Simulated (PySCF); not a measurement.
**Multinuclear NMR of C5H11NSi**

Cartesian coordinates in Å; atom numbers follow the order of the lines, from 1:
```xyz
18

N     2.704    0.466   -1.048
C     2.676    0.026    0.129
Si    1.035   -0.030    1.082
C    -0.364    0.608   -0.021
C    -1.769    0.527    0.608
C    -2.081   -0.679   -0.286
C    -0.826   -0.378   -1.113
H     3.617    0.473   -1.506
H     3.574   -0.335    0.655
H     0.815   -1.426    1.492
H     1.180    0.795    2.291
H    -0.113    1.596   -0.409
H    -2.387    1.394    0.376
H    -1.811    0.348    1.681
H    -2.013   -1.624    0.251
H    -3.029   -0.645   -0.821
H    -1.049    0.115   -2.057
H    -0.171   -1.224   -1.314
```

[PySCF 2.14: GFN2-xTB structure; σ from GIAO-PBE0/pcSseg-1; no relativistic terms; no solvent; single conformer; averaged over atoms made equivalent by symmetry, fast rotation or ring inversion]

Task: What are the ²⁹Si shifts?

Result: 
```tsv
atoms	environment	σ (ppm)	δ (ppm)
Si3	silicon bonded to 2 C, 2 H	393.1	-43.2
```

Shieldings were converted by a linear fit to measured shifts: ²⁹Si: δ = 279.94 − 0.822σ (rms 8.9 ppm, 72 shifts, 25.8 ppm with the 6 outliers that the fit left out vs TMS, solution or neat liquid). Occasional misses reach two or three times the rms, and more in compound classes unlike the fitted ones.

On a 400 MHz spectrometer ²⁹Si resonates near 79.5 MHz, so 1 ppm is 79.5 Hz.

Task: Where does ¹⁵N resonate?

Result: 
```csv
atoms,environment,σ (ppm),δ (ppm)
N1,imine nitrogen,-166.4,5.2
```

Shieldings were converted by a linear fit to measured shifts: ¹⁵N (scatter 6.3 ppm rms vs CH3NO2, solution or neat liquid). Occasional misses reach two or three times the rms, and more in compound classes unlike the fitted ones.

On a 500 MHz spectrometer ¹⁵N resonates near 50.7 MHz, so 1 ppm is 50.7 Hz.
